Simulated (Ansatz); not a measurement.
Which method gave which barrier?

Saddle point of BH₂F₃, singlet (BHF₂ ([F][BH][F]) + HF → BF₃ ([F][B]([F])[F]) + H₂; bonds formed: B1–F6, H2–H5; bonds broken: B1–H2, H5–F6), PBE0-D4/def2-TZVP structure:

B1  (-0.280, -0.169, -0.199)
H2  (0.523, 0.830, -0.572)
F3  (-0.020, -1.290, -0.853)
F4  (-1.529, 0.232, -0.025)
H5  (0.820, 0.576, 0.435)
F6  (0.486, -0.179, 1.216)
(Å)

Program: Ansatz 0.2.0. Basis: def2-TZVPP, with def2-QZVPP for the basis limit. Cores are frozen in the correlated methods. Extrapolation: Hartree–Fock as exp(−7.88 √X), correlation as X^−2.97. Four methods, as single points on the PBE0-D4 structures, gave these electronic barriers from the start structure: 75.1, 90.4, 107.6, 169.0 kJ/mol.

Question: The methods were, in alphabetical order, HF, MP2, PBE-D4, PBE0-D4. Which gave which? (Judge from chemistry; the calculation decides.)

Answer: The calculation gives: PBE-D4 75.1; PBE0-D4 90.4; MP2 107.6; HF 169.0 kJ/mol. For comparison, CCSD(T) at an estimated basis limit (MP2 extrapolated from triple and quadruple zeta, plus CCSD(T) − MP2 in triple zeta) gives 114.0 kJ/mol.

T1 diagnostic: at most 0.013. The end structure is not quite a true minimum (one mode of 33i cm⁻¹).

Labels in which every atom is bracketed show which atoms are joined, not bond orders.

For scale, one of the runs: CCSD(T)/def2-TZVPP, 152 basis functions, launched by `ansatz run in.yaml --threads 2 --pin off --events-out ev --progress --plain --max-ram 4352MiB`. Time: 33 s of wall clock on 2 CPU threads of an Arm Neoverse V1; the host was shared. Peak host memory: 1.1 GiB.
